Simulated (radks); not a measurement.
The numbers below are computed, except where a source is named.
Q: These are the eigenvalues of the occupied orbitals of an atom or ion with whole-number occupations (Ry). Code: a radial shooting solver on a logarithmic mesh with Libxc functionals. Model: Dirac Kohn-Sham, BLYP, spin-unpolarised, spherical densities, finite nucleus; Fermi nuclear charge, rms radius of each element as measured or else 0.836 A^(1/3) + 0.57 fm.

orbital  eigenvalue
1s1/2     -921.7415
2s1/2     -120.7824
2p1/2     -108.6575
2p3/2     -105.5850
3s1/2     -18.33035
3p1/2     -14.18332
3p3/2     -13.75020
3d3/2      -6.59409
3d5/2      -6.52781
4s1/2      -3.62077
4p1/2      -2.70233

Which element is it, and in what charge state? The configuration may be excited. Open shells, if any, fill j = l - 1/2 first.

A: Z = 34, selenium, charge +3: Se3+ in [Ar] 3d10 4s2 4p1. The list shows which subshells hold electrons but not how many an open one holds; the 1s level, -460.87 hartree, gives Z - s = 30.4 by -(Z - s)^2/2, which with screening and relativity narrows Z to a few neighbours, and the depths of the outer levels then fix element, charge and occupations together.
